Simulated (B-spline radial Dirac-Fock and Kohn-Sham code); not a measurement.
**X-ray form factors of mercury in several charge states**

The computed values come from a radial B-spline solver: Dirac-Fock orbitals of the configuration average with a finite nucleus.

Configurations: Hg²²⁺ [Kr] 4d10 4f12; Hg²³⁺ [Kr] 4d10 4f11; Hg²⁵⁺ [Kr] 4d10 4f9; Hg²⁶⁺ [Kr] 4d10 4f8; Hg²⁷⁺ [Kr] 4d10 4f7. The first column is f₀ of Hg²²⁺, the others are differences from it.

| s (Å⁻¹) | Hg²²⁺ | Δ Hg²³⁺ | Δ Hg²⁵⁺ | Δ Hg²⁶⁺ | Δ Hg²⁷⁺ |
| --- | --- | --- | --- | --- | --- |
| 0 | 58.000 | -1.000 | -3.000 | -4.000 | -5.000 |
| 0.1 | 57.483 | -0.974 | -2.926 | -3.904 | -4.883 |
| 0.2 | 55.974 | -0.900 | -2.715 | -3.629 | -4.548 |
| 0.3 | 53.596 | -0.787 | -2.394 | -3.211 | -4.036 |
| 0.4 | 50.529 | -0.651 | -2.001 | -2.697 | -3.406 |
| 0.5 | 46.989 | -0.507 | -1.580 | -2.145 | -2.726 |
| 0.7 | 39.373 | -0.246 | -0.805 | -1.117 | -1.450 |
| 0.9 | 32.238 | -0.070 | -0.263 | -0.386 | -0.528 |
| 1.1 | 26.428 | +0.016 | +0.018 | +0.003 | -0.024 |
| 1.4 | 20.507 | +0.041 | +0.120 | +0.157 | +0.191 |
